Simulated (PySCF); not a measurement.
A calculated (LDA, PySCF 2.14, aug-cc-pwCVDZ, the non-relativistic Hamiltonian (point nucleus)) atom or ion has these occupied shells.

```json
{"shell": "1s α", "electrons": "1", "orbital energy (eV)": "-270.67", "rms radius, mean of both spins (bohr)": "0.317"}
{"shell": "1s β", "electrons": "1", "orbital energy (eV)": "-269.76", "rms radius, mean of both spins (bohr)": "0.317"}
{"shell": "2s α", "electrons": "1", "orbital energy (eV)": "-14.402", "rms radius, mean of both spins (bohr)": "1.76"}
{"shell": "2s β", "electrons": "1", "orbital energy (eV)": "-11.906", "rms radius, mean of both spins (bohr)": "1.76"}
{"shell": "2p α", "electrons": "2", "orbital energy (eV)": "-6.112", "rms radius, mean of both spins (bohr)": "1.99"}
```

Q: Name the element and its charge.

A: C (carbon, neutral), in [He] 2s2 2p2, high-spin 3P determinant.
